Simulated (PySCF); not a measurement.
Isomers of C3H11ClSi3, mass 165.986 u with the commonest isotopes. Level of theory: CAM-B3LYP/def2-SVPD in PySCF (dipole) on a GFN2-xTB geometry, gas phase. One conformer each, none proved a minimum here; rigid rotors.

Task: Order these by dipole moment, largest first.
A. `[CH2:1]=[CH:2][CH2:3][SiH2:4][SiH2:5][SiH2:6][Cl:7]` with C1–C2–C3–Si4 103°, C2–C3–Si4–Si5 -174°, C3–Si4–Si5–Si6 62°, Si4–Si5–Si6–Cl7 -48°
B. `[CH3:1][Si@@H:2]1[SiH2:3][CH2:4][Si@@H:5]1[CH2:6][Cl:7]` with C4–Si5–C6–Cl7 -167°, C1–Si2–Si3–C4 -123°, Si2–Si3–C4–Si5 8°, Si3–C4–Si5–C6 104°, C1–Si2–Si5–C4 124°
C. `[CH3:1][C@@H:2]1[SiH2:3][CH2:4][Si@H:5]1[SiH2:6][Cl:7]` with C4–Si5–Si6–Cl7 -93°, C1–C2–Si3–C4 -128°, C2–Si3–C4–Si5 6°, Si3–C4–Si5–Si6 -122°, C1–C2–Si5–C4 128°

Result: C (1.79 D), B (1.48 D), A (1.34 D).

Task: Order these by rotational constant C, smallest first.
A. `[CH3:1][C@@H:2]1[SiH2:3][CH2:4][Si@H:5]1[SiH2:6][Cl:7]` with C4–Si5–Si6–Cl7 -93°, C1–C2–Si3–C4 -128°, C2–Si3–C4–Si5 6°, Si3–C4–Si5–Si6 -122°, C1–C2–Si5–C4 128°
B. `[CH3:1][Si@@H:2]1[SiH2:3][CH2:4][Si@@H:5]1[CH2:6][Cl:7]` with C4–Si5–C6–Cl7 -167°, C1–Si2–Si3–C4 -123°, Si2–Si3–C4–Si5 8°, Si3–C4–Si5–C6 104°, C1–Si2–Si5–C4 124°
C. `[CH2:1]=[CH:2][CH2:3][SiH2:4][SiH2:5][SiH2:6][Cl:7]` with C1–C2–C3–Si4 103°, C2–C3–Si4–Si5 -174°, C3–Si4–Si5–Si6 62°, Si4–Si5–Si6–Cl7 -48°

Result: C (483.4 MHz), A (498.7 MHz), B (609.4 MHz).

Task: Order these by rotational constant A, smallest first.
A. `[CH3:1][Si@@H:2]1[SiH2:3][CH2:4][Si@@H:5]1[CH2:6][Cl:7]` with C4–Si5–C6–Cl7 -167°, C1–Si2–Si3–C4 -123°, Si2–Si3–C4–Si5 8°, Si3–C4–Si5–C6 104°, C1–Si2–Si5–C4 124°
B. `[CH3:1][C@@H:2]1[SiH2:3][CH2:4][Si@H:5]1[SiH2:6][Cl:7]` with C4–Si5–Si6–Cl7 -93°, C1–C2–Si3–C4 -128°, C2–Si3–C4–Si5 6°, Si3–C4–Si5–Si6 -122°, C1–C2–Si5–C4 128°
C. `[CH2:1]=[CH:2][CH2:3][SiH2:4][SiH2:5][SiH2:6][Cl:7]` with C1–C2–C3–Si4 103°, C2–C3–Si4–Si5 -174°, C3–Si4–Si5–Si6 62°, Si4–Si5–Si6–Cl7 -48°

Result: C (1495 MHz), A (1736 MHz), B (2539 MHz).

| SMILES | point group | Ia (u·Å²) | Ib (u·Å²) | Ic (u·Å²) | κ | μa (D) | μb (D) | μc (D) |
| --- | --- | --- | --- | --- | --- | --- | --- | --- |
| C[C@@H]1[SiH2]C[Si@H]1[SiH2]Cl | C1 | 199.06 | 916.73 | 1013.41 | -0.95 | 1.65 | 0.25 | 0.64 |
| C=CC[SiH2][SiH2][SiH2]Cl | C1 | 338.01 | 775.87 | 1045.51 | -0.67 | 0.13 | 1.34 | 0.08 |
| C[Si@@H]1[SiH2]C[Si@@H]1CCl | C1 | 291.03 | 649.77 | 829.28 | -0.70 | 1.27 | 0.52 | 0.54 |
